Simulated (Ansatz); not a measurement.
The same atomization along the group B, Al, Ga, In.

Calculated with Ansatz (gas phase, PBE0-D4/def2-TZVP geometries, no zero-point term in ΔE). CBS: MP2 limit from def2 TZ/QZ plus the TZ coupled-cluster correction, frozen cores. This one scheme is used for every species, atoms too. Functionals use def2-TZVPP. No spin–orbit coupling; open shells (•) take unrestricted orbitals. Spin–orbit coupling would lower the free atoms: a little for Al, B, Cl, S; clearly for Ga; strongly for In. def2 core potentials past Kr. Bonds to Ga, In are less sure, by a few kJ/mol each and by 10 to 20 or more in all where they break to atoms, as the def2 sets lack core-valence functions. Scalar relativity is left out up to krypton. One conformer a species, not always the lowest.

```
                             reaction  CCSD(T)/CBS(def2) (kcal/mol)
       `S[B]Cl`• → Cl• + H• + B• + S•                             ?
`[SH][Al][Cl]`• → Cl• + H• + Al• + S•                         259.1
`[SH][Ga][Cl]`• → Cl• + H• + Ga• + S•                         232.6
`[SH][In][Cl]`• → Cl• + H• + In• + S•                         221.9
```

Task: Fill in the missing values. (An estimate is asked.)

Result: The calculation gave: `S[B]Cl`• → Cl• + H• + B• + S•: +278.4 kcal/mol.

Largest T1 diagnostic: 0.018, for `[SH][In][Cl]`•.

For atomizations the MP2-based limit and the directly extrapolated one differ by several kJ/mol either way, and by 10 to 25 for some Ge, Se and Sn compounds, so smaller differences from it don't rank the levels.
